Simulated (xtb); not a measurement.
C3H9NSi2, SMILES N([SiH3])[Si@H](C)C#C. All values are semi-empirical tight-binding results from xtb (GFN2-xTB unless named), good for trends rather than for accurate numbers. Geometry: GFN2-xTB. The structure was generated by enumeration; whether it is a known compound was not checked. The values are those of a single conformer.

| Property | Result |
|---|---|
| orbital gap | 4.67 eV |
| dipole moment | 0.26 D |
| zero-point energy | 64.8 kcal/mol |
| G − E(el) at 298.15 K (modified RRHO) | 42.4 kcal/mol |
| static polarisability (D4 model) | 99.3 bohr³ |
| solvation energy, GFN2-xTB/ALPB(water) | -0.8 kcal/mol |
| solvation energy, GFN2-xTB/ALPB(thf) | -6.7 kcal/mol |
